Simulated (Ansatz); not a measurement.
Saddle point of GeH5SeF, closed shell (GeH₃F ([F][GeH3]) + H₂Se → GeH₄Se ([GeH3][SeH]) + HF; bonds formed: Ge1–Se7, F2–H6; bonds broken: Ge1–F2, H6–Se7), PBE0-D4/def2-TZVP structure:

Ge1  (-0.427, 0.053, -0.855)
F2  (0.381, -1.529, 0.149)
H3  (0.364, 1.325, -1.181)
H4  (-1.917, 0.212, -0.549)
H5  (-0.250, -0.916, -2.041)
H6  (0.395, -0.925, 1.086)
Se7  (0.045, 0.651, 1.827)
H8  (1.407, 1.131, 1.563)
(Å)

Energies are electronic, without zero-point energy. Barriers and step energies count from the start structure reached by relaxing down the imaginary mode; all methods use the PBE0-D4 structures, on which another method's saddle can fall below an end. Ansatz 0.2.0; basis: def2-TZVPP, with def2-QZVPP for the basis limit; cores frozen in the correlated methods. Filled d shells of the heavier atoms are correlated. The def2 sets are not built for correlating such inner shells, so the correlated values are less sure here. B3LYP uses VWN-RPA correlation. Extrapolation: Hartree–Fock as exp(−7.88 √X), correlation as X^−2.97.

```json
{"method": "SPW92", "barrier (eV)": "0.667", "step energy (eV)": "-0.330"}
{"method": "PBE-D4", "barrier (eV)": "0.947", "step energy (eV)": "-0.264"}
{"method": "BLYP-D4", "barrier (eV)": "1.138", "step energy (eV)": "-0.130"}
{"method": "r2SCAN-D4", "barrier (eV)": "1.138", "step energy (eV)": "-0.160"}
{"method": "B97M-V", "barrier (eV)": "1.401", "step energy (eV)": "0.000"}
{"method": "PBE0-D4", "barrier (eV)": "1.156", "step energy (eV)": "-0.265"}
{"method": "B3LYP-D4", "barrier (eV)": "?", "step energy (eV)": "-0.136"}
{"method": "r2SCAN0-D4", "barrier (eV)": "1.267", "step energy (eV)": "-0.196"}
{"method": "BHLYP-D4", "barrier (eV)": "1.528", "step energy (eV)": "-0.105"}
{"method": "CAM-B3LYP-D4", "barrier (eV)": "1.402", "step energy (eV)": "-0.064"}
{"method": "wB97X-V", "barrier (eV)": "1.413", "step energy (eV)": "-0.086"}
{"method": "wB97M-V", "barrier (eV)": "1.326", "step energy (eV)": "-0.123"}
{"method": "B2PLYP", "barrier (eV)": "1.377", "step energy (eV)": "-0.114"}
{"method": "PBE-QIDH", "barrier (eV)": "?", "step energy (eV)": "-0.228"}
{"method": "RPA on PBE", "barrier (eV)": "?", "step energy (eV)": "-0.071"}
{"method": "HF", "barrier (eV)": "2.108", "step energy (eV)": "0.073"}
{"method": "MP2", "barrier (eV)": "1.351", "step energy (eV)": "-0.203"}
{"method": "CCSD", "barrier (eV)": "1.571", "step energy (eV)": "-0.116"}
{"method": "CCSD(T)", "barrier (eV)": "1.439", "step energy (eV)": "-0.143"}
```

(1) Fill in the withheld barriers. (Judge from chemistry; the value comes from the calculation.)

T1 diagnostic: at most 0.012.

## Answers

(1) The calculation gives: PBE-QIDH 1.323; B3LYP-D4 1.292; RPA on PBE 1.443 eV. Each is the energy of the saddle less that of the start structure, by the same method.

For comparison, the barrier by CCSD(T) at an estimated basis limit (MP2 extrapolated from triple and quadruple zeta, plus CCSD(T) − MP2 in triple zeta) is 1.400 eV.

Exchanges of this kind with a chalcogen hydride build sulfide and selenide films.

Labels in which every atom is bracketed show which atoms are joined, not bond orders.

For scale, one of the runs: CCSD(T)/def2-TZVPP, 197 basis functions (an equivalent command: `ansatz run in.yaml --threads 4`). The run took 85 s on 4 CPU threads (shared host), with 2.5 GiB of host memory at its peak.
